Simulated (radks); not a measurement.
Values are calculated unless marked as measured or tabulated.
Problem. The mean radii <r> (bohr) of the occupied orbitals of an atom or ion are listed with their occupations. Code: a radial shooting solver on a logarithmic mesh with Libxc functionals. Model: Dirac Kohn-Sham, Slater X-alpha with alpha = 0.821, spin-unpolarised, spherical densities, point nucleus.

orbital  occ.      <r>
1s1/2       2  0.08566
2s1/2       2   0.4121
2p1/2       2   0.3717
2p3/2       4   0.3741
3s1/2       2    1.351
3p1/2       2    1.514
3p3/2       3    1.522

Name the element and its charge. Open shells, if any, fill j = l - 1/2 first.

Solution. Z = 18, argon, charge +1: Ar+ in [Ne] 3s2 3p5. The 1s radius gives Z: for a bare nucleus <r> = (2 gamma + 1)/(2Z) with gamma = sqrt(1 - (Z/c)^2), 0.08285 bohr for Z = 18, and screening makes it slightly larger (0.08566 here). The occupations add up to 17, and the charge is Z minus that.
